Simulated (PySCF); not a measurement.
Compound: C₈H₁₂Si.
Numbering: `[SiH3:1][CH2:2][C@H:3]1[C@H:4]2[CH:5]=[CH:6][C@@H:7]1[CH:8]=[CH:9]2` (hydrogens: H10, H11, H12 on Si1; H13, H14 on C2; H15 on C3; H16 on C4; H17 on C5; H18 on C6; H19 on C7; H20 on C8; H21 on C9)

A GFN2-xTB structure was refined with PySCF 2.14.0, PBE0-D3(BJ)/def2-SVP geometry optimisation, gas phase. Its GFN2-xTB values:

```json
{"coordinate": "Si1–C2", "GFN2-xTB": "1.902 Å"}
{"coordinate": "Si1–H10", "GFN2-xTB": "1.464 Å"}
{"coordinate": "Si1–H12", "GFN2-xTB": "1.465 Å"}
{"coordinate": "C2–C3", "GFN2-xTB": "1.518 Å"}
{"coordinate": "C2–H13", "GFN2-xTB": "1.092 Å"}
{"coordinate": "C3–C4", "GFN2-xTB": "1.548 Å"}
{"coordinate": "C3–H15", "GFN2-xTB": "1.094 Å"}
{"coordinate": "C4–C5", "GFN2-xTB": "1.518 Å"}
{"coordinate": "C4–C9", "GFN2-xTB": "1.521 Å"}
{"coordinate": "C4–H16", "GFN2-xTB": "1.086 Å"}
{"coordinate": "C5=C6", "GFN2-xTB": "1.325 Å"}
{"coordinate": "C5–H17", "GFN2-xTB": "1.073 Å"}
{"coordinate": "C8=C9", "GFN2-xTB": "1.325 Å"}
{"coordinate": "C8–H20", "GFN2-xTB": "1.074 Å"}
{"coordinate": "Si1–C2–C3", "GFN2-xTB": "113.5°"}
{"coordinate": "C2–C3–C4", "GFN2-xTB": "117.0°"}
{"coordinate": "C3–C4–C5", "GFN2-xTB": "99.5°"}
{"coordinate": "C3–C4–C9", "GFN2-xTB": "98.5°"}
{"coordinate": "C4–C3–C7", "GFN2-xTB": "91.7°"}
{"coordinate": "C4–C5–C6", "GFN2-xTB": "107.2°"}
{"coordinate": "C5–C4–C9", "GFN2-xTB": "105.5°"}
{"coordinate": "C7–C8–C9", "GFN2-xTB": "107.2°"}
{"coordinate": "Si1–C2–C3–C4", "GFN2-xTB": "65°"}
```

Question: How do these coordinates change at the PBE0-D3(BJ)/def2-SVP level?

Answer: 
```tsv
coordinate	PBE0-D3(BJ)/def2-SVP (Å or °)	change
Si1–H12	1.497	+0.032
Si1–H10	1.496	+0.032
C5–H17	1.090	+0.017
C8–H20	1.091	+0.017
Si1–C2	1.886	-0.016
C3–C4	1.562	+0.014
C4–C5	1.532	+0.014
C8=C9	1.337	+0.012
C4–H16	1.098	+0.012
C5=C6	1.336	+0.011
C2–H13	1.103	+0.011
C4–C9	1.531	+0.010
C3–H15	1.102	+0.008
C2–C3	1.520	+0.002
C5–C4–C9	107.3	+1.8
C2–C3–C4	118.2	+1.2
Si1–C2–C3	114.3	+0.8
C4–C3–C7	91.2	-0.5
C3–C4–C9	98.2	-0.3
C3–C4–C5	99.2	-0.3
C4–C5–C6	107.0	-0.2
C7–C8–C9	107.0	-0.2
Si1–C2–C3–C4	64	-1
```

The energy falls by 0.113 eV over 4 energy and gradient evaluations, the largest force component goes from 0.0139 to 2.4e-04 Eh/bohr, and the atoms move by 0.038 Å rms after alignment. Among the bonds, Si1–H10, Si1–H11 and Si1–H12 change most and about equally (+0.031 to +0.032 Å). Bonds longer at the end by more than 0.005 Å: 20 of 22; shorter: 1. Rotational constants go from 2970, 946.7, 917.1 to 2898, 936.3, 906.0 MHz.

The run used 190 basis functions and 25 SCF cycles in all. Cost: about 2.8 min of CPU time on one thread; the machine was shared, so the figure is rough.

No frequency check. The numbers are those of one conformer.
